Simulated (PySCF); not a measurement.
Constitutional and geometric isomers with formula H5B3O. Isolated molecules, 0 K electronic values unless said otherwise. One relaxed conformer stands for each flexible species; it need not be the lowest. Strings in code marks are SMILES.

The HOMO from two functionals at the same geometries (r2SCAN-D4/def2-TZVP), both in PySCF: PBE-D3(BJ)/def2-TZVP and r2SCAN-D4/def2-TZVP. 

```json
[
 {"species": "`BB(B)O`", "PBE-D3(BJ)/def2-TZVP (eV)": "-6.05"},
 {"species": "`O(B)BB`", "PBE-D3(BJ)/def2-TZVP (eV)": "-6.75"},
 {"species": "`B(O)BB`", "PBE-D3(BJ)/def2-TZVP (eV)": "-6.50"}
]
```

What does r2SCAN-D4/def2-TZVP give for each?


- `BB(B)O`: -6.26
- `O(B)BB`: -6.96
- `B(O)BB`: -6.74
Over these rows, drawn at random from the members with no instability flagged (it was tested for open shells, ions and some series alone), PBE minus r2SCAN-D4: mean +0.22 eV, from +0.21 eV to +0.24 eV.
